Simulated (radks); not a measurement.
Results of a calculation; reference values are marked as such.
Q: Orbital eigenvalues (eV) of the technetium ion Tc+, [Kr] 4d5 5s1, of relativity; Dirac values are averaged over j with weights 2j + 1. Spin-unpolarised spherical Kohn-Sham, LDA (Slater exchange, Perdew-Wang correlation), point nucleus unless stated (finite: rms radius 4.4112 fm), a radial shooting solver on a logarithmic mesh with Libxc functionals. A level marked "c x" has the speed of light scaled by that factor and shares open shells by 2j + 1; other Dirac levels either fill j = l - 1/2 first or share by 2j + 1.

| shell | non-rel. |
|---|---|
| 1s | -20300 |
| 2s | -2852.9 |
| 2p | -2636.4 |
| 3s | -500.96 |
| 3p | -416.78 |
| 3d | -261.62 |
| 4s | -76.908 |
| 4p | -52.218 |
| 4d | -14.724 |
| 5s | -11.276 |
| 5p (empty) | -7.0387 |
| 6s (empty) | -3.0582 |

Give the values at the level "Dirac, low j first".

A: 
shell       Dirac, low j first  change of magnitude (%)
1s                      -20837                    +2.65
2s                     -2979.4                    +4.43
2p                     -2671.1                    +1.32
3s                     -524.57                    +4.71
3p                     -423.10                    +1.52
3d                     -257.42                    -1.61
4s                     -80.866                    +5.15
4p                     -52.967                    +1.43
4d                     -14.231                    -3.35
5s                     -11.695                    +3.71
5p (empty)             -7.0707                    +0.46
6s (empty)             -3.1100                    +1.69
